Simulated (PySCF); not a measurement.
BrFHInO, SMILES [OH][In]([F])[Br]. Atoms are numbered in the order given.

```xyz
5

In     0.0034    -0.6553     0.0000
F      1.7394    -1.5696     0.0000
Br    -0.0394     1.8084     0.0000
O     -1.6321    -1.7911     0.0000
H     -1.3884    -2.7299     0.0000
```
Charge 0, spin multiplicity 1.

The structure is a stationary point at B3LYP-D3(BJ)/def2-SVP. The structure was generated by enumeration; whether it is a known compound was not checked. The def2 effective core potentials stand for the cores of In; spin–orbit coupling is left out. Other conformers were not sampled.

All values below come from C-PCM-ωB97X/def2-SVP run with PySCF 2.14.0.

The values are the electrostatic part of the solvation free energy, E(continuum) − E(gas) at the gas-phase geometry, in a cavity of scaled van der Waals radii (PySCF's table); cavitation and dispersion terms are not included. A continuum can't describe solvent molecules that bind to the metal. In vacuum the orbital gap is 10.44 eV. The dipole moment in vacuum is 1.12 D.

| solvent | ε | ΔG(elec) (kcal/mol) | dipole (D) | gap (eV) |
|---|---|---|---|---|
| water | 78.36 | -11.8 | 1.52 | 10.74 |
| 1-octanol | 9.86 | -10.6 | 1.47 | 10.71 |
| diethylether | 4.24 | [?] | [?] | [?] |

Task: Some entries are withheld; supply them. (An estimate is asked for; the answer gives what the named calculation found.)

Result: 
- diethylether, ΔG(elec) (kcal/mol): -8.9
- diethylether, dipole (D): 1.41
- diethylether, gap (eV): 10.66
